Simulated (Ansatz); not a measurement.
Calculated with Ansatz (gas phase, PBE0-D4/def2-TZVP geometries, no zero-point term in ΔE). CBS: MP2 limit from def2 TZ/QZ plus the TZ coupled-cluster correction, frozen cores. This one scheme is used for every species. DFT in def2-TZVPP. HSE06 is defined as in plane-wave codes. For Ga outer-core shells are correlated without core-valence functions, which leaves a few kJ/mol of doubt a bond. Scalar relativity is left out up to krypton. One conformer a species, not always the lowest.

`C[CH2][GaH][Cl]` + H–F → `[F][GaH][Cl]` + `CC`  (ligand exchange at a Ga–C bond)

| level | ΔE (kJ/mol) | difference from CCSD(T)/CBS |
| --- | --- | --- |
| PBE0-D4 | -98.6 | -4.6 |
| HSE06-D4 | -98.5 | -4.5 |
| CAM-B3LYP-D4 | -112.6 | -18.6 |
| ωB97M-V | -105.9 | -11.9 |
| PBE-QIDH | -103.1 | -9.1 |
| revPBE | -108.0 | -14.0 |
| BLYP | -119.2 | -25.2 |
| r2SCAN | -112.6 | -18.6 |
| r2SCAN0 | -109.0 | -15.0 |
| HF/def2-SVP | -136.0 | -42.0 |
| MP2/def2-SVP | -125.7 | -31.7 |
| MP2/def2-TZVPP | -100.0 | -6.0 |
| SCS-MP2/def2-TZVPP | -107.8 | -13.8 |
| CCSD/def2-TZVPP | -104.8 | -10.8 |
| HF/def2-QZVPP | -131.9 | -37.9 |
| MP2/def2-QZVPP | -96.0 | -2.0 |
| CCSD(T)/CBS | -94.0 | 0 |

Largest T1 diagnostic among the species: 0.013.

The D4 term adds +9.0 kJ/mol with B3LYP and +5.0 kJ/mol with PBE0; it sums over pairs of atoms, weighted by their polarisabilities, and B3LYP, whose exchange is more repulsive, gets the larger term. Leaving LDA and LC-ωPBE aside and taking each functional with its dispersion term where it has one, the values, not all of them listed here, spread over 20.6 kJ/mol, from B97M-V to revPBE-D4. LDA lies +10.5 kJ/mol from PBE without D4.

B3LYP here is the variant with VWN-RPA as its local correlation; programs differ in this.
